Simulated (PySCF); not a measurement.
PySCF input file for O₂Si, SMILES O=[Si]=O, PBE/pcSseg-2. Geometry: ωB97X-D3(BJ)/def2-TZVP.

```python
import numpy as np
from pyscf import gto, scf, dft
from pyscf.prop.nmr import rks as nmr

mol = gto.M(
    atom='''
    O     0.00000000    0.00000000    1.50501626
    Si    0.00000000    0.00000000    0.00000000
    O     0.00000000    0.00000000   -1.50501626
    ''',
    basis='pcSseg-2',
    charge=0,
    spin=0,
    max_memory=1600,
    verbose=3,
)
mf = dft.RKS(mol, xc='pbe')
mf.grids.level = 3
mf.conv_tol = 1e-10
mf.max_cycle = 100
mf.kernel()
n = nmr.NMR(mf)
n.verbose = 2
n.max_cycle_cphf = 60
sigma = n.kernel()
print('atom   isotropic/ppm   span/ppm')
for i, s in enumerate(sigma):
    w = np.linalg.eigvalsh((s + s.T) / 2)
    print(f'{mol.atom_symbol(i):2s}{i + 1:3d} {w.mean():14.3f} {w[2] - w[0]:11.3f}')
```

Program output:

```
converged SCF energy = -439.741829132882
atom   isotropic/ppm   span/ppm
O   1        203.392     318.278
Si  2        326.214     835.111
O   3        203.392     318.278
```

The run converged.

Cost: roughly 11 core-seconds.
